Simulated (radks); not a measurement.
Valence configurations of neutral potassium (all share [Ar]). Calculated with a radial shooting solver on a logarithmic mesh with Libxc functionals: Dirac Kohn-Sham, PBE, spin-unpolarised, spherical densities, finite nucleus; open shells fill j = l - 1/2 first; Fermi nuclear charge, rms radius 3.4349 fm. Order these by energy: 4p1; 3d1; 4s1; 3d0.5 4s0.5.

Answer. From the lowest, in eV above it: 4s1 0.000; 3d0.5 4s0.5 1.218; 4p1 1.547; 3d1 2.456. NIST lists [Ar] 4s1 as the ground configuration; this level of theory agrees among the configurations tried. The energies are those of spherical spin-averaged densities, not of single terms.
